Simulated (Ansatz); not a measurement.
A made-up structure of BSi2H4F, singlet:

| atom | x (Å) | y (Å) | z (Å) |
| --- | --- | --- | --- |
| B1 | 0.2163 | -1.7177 | -0.2204 |
| Si2 | 0.4833 | 0.2584 | 0.6073 |
| F3 | 1.5200 | 0.4509 | 1.8122 |
| Si4 | -0.5545 | 1.6843 | -0.1647 |
| H5 | -1.3995 | 1.2516 | -1.2207 |
| H6 | -0.5245 | 3.0469 | 0.2340 |
| H7 | -0.5359 | -1.8178 | -1.0844 |
| H8 | 0.7329 | -2.6967 | 0.0914 |

It is relaxed with PBE-D4/def2-SVP and then PBE0-D4/def2-TZVP (Ansatz 0.2.0). Atoms count as bonded within 1.22 times the sum of their covalent radii (H–H: 0.88 Å). The end point is not checked to be a true minimum.

(1) Does its bonding change? (A judgement: the text doesn't fix the answer.)

## Answers

(1) The calculation gives: No: no bond forms or breaks.

Where it ends: The first stage lowers the energy by 1.33 eV in 5 steps. It ends as BSi₂H₄F ([BH2][Si]([F])[SiH2]):
```csv
atom,x (Å),y (Å),z (Å)
B1,0.2608,-1.6966,-0.1661
Si2,0.5380,0.0432,0.6106
F3,1.5500,0.3345,1.8168
Si4,-0.5943,1.6903,-0.2053
H5,-1.5181,1.3762,-1.3159
H6,-0.5647,3.1124,0.2019
H7,-0.5384,-1.6972,-1.0558
H8,0.8048,-2.7028,0.1685
```

Labels in which every atom is bracketed show which atoms are joined, not bond orders.

For scale, one of the runs: PBE0-D4/def2-TZVP relaxation, 160 basis functions, launched by `ansatz run in.yaml --threads 2 --pin off --events-out ev --progress --plain --max-ram 4352MiB`. Hardware: 2 CPU threads of an Arm Neoverse V2, shared host. Wall time about 21 s.
